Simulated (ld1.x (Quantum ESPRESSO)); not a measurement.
**Before and after: ultrasoft potential for magnesium**

magnesium, ultrasoft, made with ld1.x (Quantum ESPRESSO) 7.5 (BLYP, scalar-relativistic). Core [Ne], reference 3s1 3p0 (charge +1). Waves: 3s (bound): rcut 1.85, rcutus 2.40 bohr; 3s channel at 3.7 Ry: rcut 1.85, rcutus 2.40 bohr; 3p (bound, empty): rcut 2.05, rcutus 2.50 bohr; 3p channel at -0.2 Ry: rcut 2.05, rcutus 2.50 bohr. Local part: all-electron potential smoothed inside 2.05 bohr (lloc = -1). Core correction: Bessel-smoothed model core inside 1.75 bohr. Augmentation charge: PSQ, inside the norm-conserving radii.

All-electron outer shells of the reference configuration (BLYP, scalar-relativistic, ld1.x):

| shell | level (eV) | outermost node (bohr) | outermost maximum (bohr) |
| --- | --- | --- | --- |
| 3s | -11.41 | 0.90 | 2.32 |
| 3p | -7.03 | 0.94 | 2.90 |

Change: waves 3s (bound): rcut 1.85, rcutus 3.24 bohr; 3s channel at 3.7 Ry: rcut 1.85, rcutus 3.24 bohr.

Cutoffs: the cutoffs (Ry, on a coarse ladder) from which the occupation-weighted sum of valence levels, in a spherical-Bessel basis at the reference potential, stays within 10 and 1 mRy of its value at 400 Ry; they do not see the model core or the augmentation charge, which bear on the density cutoff. Errors are all-electron minus pseudo energies relative to the spin-unpolarised reference configuration.

Task: What does the change do?

Result: Both files are so soft that the ladder of cutoffs tells neither apart; of the 5 tests that both files solve, the error grows in 5 and shrinks in 0 by more than 15 % and 0.3 meV (median size 0.6 → 1.9 meV); neither file shows a bound ghost. More of the atom is replaced by a form fitted at one configuration, so other configurations suffer.

```tsv
quantity	base	changed
cutoff, loose	6 Ry	6 Ry
cutoff, tight	6 Ry	6 Ry
bound ghosts	none	none
error for 3s2 3p0, meV [ΔE -7.89 eV]	-1.5	+8.3
error for 3s1.5 3p0, meV [ΔE -4.80 eV]	-0.5	+1.9
error for 3s1 3p1, meV [ΔE -4.36 eV]	+0.1	+2.1
error for 3s0 3p1, meV [ΔE 4.45 eV]	-0.6	+1.0
error for 3s0 3p2, meV [ΔE -0.56 eV]	+0.7	+1.5
lowest overlap eigenvalue by channel	s 0.75, p 0.77	s 0.11, p 0.77
```
